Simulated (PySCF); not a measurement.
A calculated (LDA, PySCF 2.14, x2c-TZVPPall, scalar relativity by spin-free X2C-1e) atom or ion has these occupied shells.

```
shell  electrons  orbital energy (eV)  rms radius, mean of both spins (bohr)
 1s α          1              -6986.7                                 0.0676
 1s β          1              -6986.7                                 0.0676
 2s α          1              -827.77                                  0.290
 2s β          1              -825.77                                  0.290
 2p α          3              -707.88                                  0.261
 2p β          3              -706.31                                  0.261
 3s α          1              -104.84                                  0.874
 3s β          1              -100.53                                  0.874
 3p α          3              -71.239                                  0.934
 3p β          3              -67.030                                  0.934
 3d α          5              -18.813                                   1.26
 3d β          1              -15.170                                   1.26
 4p α          1               -8.922                                   3.39
```

**Question.** Name the element and its charge.

**Answer.** Fe⁺ (iron, charge +1), in [Ar] 3d6 4p1, one real determinant (an excited configuration).
